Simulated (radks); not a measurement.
Question: The mean radii <r> (bohr) of the occupied orbitals of an atom or ion are listed with their occupations. Calculated with a radial shooting solver on a logarithmic mesh with Libxc functionals: scalar-relativistic Kohn-Sham, PBE, spin-polarised, spherical densities, finite nucleus; Fermi nuclear charge, rms radius of each element as measured or else 0.836 A^(1/3) + 0.57 fm.

| orbital | occ. | <r> |
|---|---|---|
| 1s | 2 | 0.02353 |
| 2s | 2 | 0.09590 |

Name the element and its charge. Open shells, if any, are filled with parallel spins first.

Answer: Z = 60, neodymium, charge +56: Nd56+ in [He] 2s2. The 1s radius gives Z: for a bare nucleus <r> = (2 gamma + 1)/(2Z) with gamma = sqrt(1 - (Z/c)^2), 0.02332 bohr for Z = 60, and screening makes it slightly larger (0.02353 here). The occupations add up to 4, and the charge is Z minus that.
